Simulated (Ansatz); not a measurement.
One change: `[CH3][Mo](=[O])(=[S])[Cl]` becomes `[O]=[Mo](=[S])([Cl])[Cl]`.

Ansatz, PBE0-D4/def2-TZVP geometries, multiplicity 1. 

Elements past krypton have def2 core potentials.

```json
{"property": "HOMO energy (PBE0/def2-TZVPP) / eV", "`[CH3][Mo](=[O])(=[S])[Cl]`": "-7.99"}
{"property": "LUMO energy (PBE0/def2-TZVPP) / eV", "`[CH3][Mo](=[O])(=[S])[Cl]`": "-3.55"}
{"property": "HOMO energy (ωB97M-V/def2-TZVPP) / eV", "`[CH3][Mo](=[O])(=[S])[Cl]`": "-10.10"}
{"property": "LUMO energy (PBE/def2-TZVPP) / eV", "`[CH3][Mo](=[O])(=[S])[Cl]`": "-4.24"}
{"property": "HOMO energy (PBE/def2-TZVPP) / eV", "`[CH3][Mo](=[O])(=[S])[Cl]`": "-6.77"}
{"property": "HOMO–LUMO gap (ωB97M-V/def2-TZVPP) / eV", "`[CH3][Mo](=[O])(=[S])[Cl]`": "8.58"}
```

Problem. What does the change do to each property? (Estimate.)

Solution. Ansatz gave: 
```csv
property,`[O]=[Mo](=[S])([Cl])[Cl]`,shift
HOMO energy (PBE0/def2-TZVPP) / eV,-8.39,-0.40
LUMO energy (PBE0/def2-TZVPP) / eV,-3.94,-0.39
HOMO energy (ωB97M-V/def2-TZVPP) / eV,-10.50,-0.40
LUMO energy (PBE/def2-TZVPP) / eV,-4.54,-0.30
HOMO energy (PBE/def2-TZVPP) / eV,-7.12,-0.35
HOMO–LUMO gap (ωB97M-V/def2-TZVPP) / eV,8.56,-0.02
```

The zero-point energy changes by -89.2 kJ/mol with -9 modes.
